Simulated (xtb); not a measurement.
C2H9InN, charge +1, singlet, geometry from GFN2-xTB (such geometries of metal compounds can be far from the true shape). Base run: GFN0-xTB (xtb).

xtb was given this input:
```
$ xtb mol.xyz --gfn 0 --chrg 1 --json

# file mol.xyz
13

In     0.01029216     0.25808808     0.06989038
C      1.73797640     0.84692082    -1.26039157
H      2.61736320     0.31016744    -0.90906612
H      1.88244548     1.92293075    -1.18576466
H      1.47689291     0.55587623    -2.27634374
C     -1.69717134     0.22996896     1.54824413
H     -2.56637048    -0.17166069     1.03031352
H     -1.87885657     1.24785044     1.88771495
H     -1.40043788    -0.41034404     2.37695452
N     -0.08325956    -2.14434856    -0.57701847
H     -0.74633417    -2.31444460    -1.33208764
H     -0.36877472    -2.74357612     0.19645205
H      0.81774317    -2.49401433    -0.90078781
```

Variants of this job, named by their change:

```
change        ΔE vs base (mEh)  HOMO-LUMO gap (eV)
------------  ----------------  ------------------
base                     0.000                2.34
etemp = 1000             0.000                2.34
file = coord             0.000                2.34
acc = 1000               0.000                2.34
```
